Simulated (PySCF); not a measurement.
Fill in the blanks.

Compound: CF3CH2CF3, C3H2F6.
SMILES: `FC(F)(F)CC(F)(F)F`

Conformer (atom-mapped SMILES and torsion angles): `[F:1][C:2]([F:3])([F:4])[CH2:5][C:6]([F:7])([F:8])[F:9]`: F1–C2–C5–C6 180°, C2–C5–C6–F7 61°.

```csv
property,level,value
point group of the GFN2-xTB geometry,GFN2-xTB,?
"rotational constants A, B, C of the GFN2-xTB geometry",GFN2-xTB,?
dipole moment,PBE0/pcSseg-1,2.06 D
HOMO energy,PBE0/pcSseg-1,-11.26 eV
LUMO energy,PBE0/pcSseg-1,1.30 eV
13C chemical shifts (computed TMS as zero) by class,GIAO PBE0/pcSseg-1,"131.3 (2 C), 44.1 (1 C) ppm"
1H chemical shifts (computed TMS as zero) by class,GIAO PBE0/pcSseg-1,?
"isotropic shieldings of nuclei other than C and H, by class",GIAO PBE0/pcSseg-1,250 (6 F) ppm
```

Gas-phase values; electronic properties from PySCF, density fitting. Isolated species at its GFN2-xTB geometry, gas phase. NMR classes are plain means over equivalent atoms (diastereotopic ones count apart unless rotation or inversion swaps them), as if these changed places fast; in this geometry the members of some classes differ.

The 1H chemical shifts (computed TMS as zero) by class?

2.88 (2 H) ppm.

Give the rotational constants A, B, C of the GFN2-xTB geometry.

2.948, 1.066, 1.050 GHz.

Give the point group of the GFN2-xTB geometry.

C2v.

The dipole equals about 6.9 × 10⁻³⁰ C·m (1 D = 3.33564 × 10⁻³⁰ C·m). With B = h/(8π²I), that is 505.379 GHz u Å² over I, the principal moments of inertia are 171.4, 473.9 and 481.3 u Å² (most abundant isotopes). A dipole of 2.06 D is allowed in C2v, and pure rotational transitions are dipole-allowed. The rotational constants make it an asymmetric top with κ = (2B − A − C)/(A − C) = -0.98, nearer the prolate limit (−1).
